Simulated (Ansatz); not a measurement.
A structure relaxed at PBE-D4/def2-SVP in Ansatz, charge 0, singlet:

```xyz
11

Fe   -0.090   -0.478    0.009
Ge    0.990   -2.462    0.865
Ge   -0.233    0.224   -2.765
Ge    0.950   -1.764   -1.690
Ge   -2.176   -0.343   -1.265
Ge   -1.453   -1.640    1.532
Ge    1.929    2.747    0.909
Ge   -2.557    0.636    1.011
Ge    1.007    1.453   -1.048
Ge    1.943    0.028    1.216
Ge   -0.310    1.598    1.227
```

**Question.** Give its formula.

**Answer.** FeGe₁₀.

**Question.** Summarise the bond lengths by kind (pairs closer than 1.2 times the sum of covalent radii, bridged metal pairs left out).

**Answer.** 15 × Ge–Ge 2.45 to 2.83 Å; 9 × Fe–Ge 2.35 to 2.89 Å. The metal has 9 neighbours: Ge 2.42 Å, Ge 2.87 Å, Ge 2.37 Å, Ge 2.45 Å, Ge 2.35 Å, Ge 2.89 Å, Ge 2.46 Å, Ge 2.42 Å, Ge 2.42 Å.

Another isomer (singlet) lies 0.62 eV lower at PBE0-D4/def2-TZVP; other spin states weren't run for this one.
